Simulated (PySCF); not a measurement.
Excitation energy of Sr+ by level of theory

Sr+ [Kr] 5s1 (2S) → Sr+ [Kr] 5p1 (2P), as a difference of total energies. Computed with PySCF 2.14 in def2-TZVPPD with the def2 core potential (28 electrons) (6s4p3d1f, 40 functions), with scalar relativity through the core potential. Correlated levels: valence and next inner shell: nothing frozen outside the core potential. The calculations carry no spin-orbit coupling.

| method | excitation energy (eV) | error (eV) |
| --- | --- | --- |
| UHF | 2.769 | -0.238 |
| LDA | 2.961 | -0.046 |
| PBE | 2.753 | -0.254 |
| PBE0 | 2.765 | -0.242 |
| r2SCAN | 2.685 | -0.322 |
| M06-L | 2.510 | -0.497 |
| PW91 | 2.765 | -0.242 |
| wB97M-V | 2.932 | -0.075 |
| M06 | 2.728 | -0.279 |
| MP2 (valence and next inner shell) | 3.005 | -0.002 |
| SCS-MP2 (valence and next inner shell) | 2.954 | -0.053 |

Reference: 3.007 eV (measured; NIST levels, between the centres of gravity of the two terms).

Errors of the correlated levels include the incompleteness of this basis.
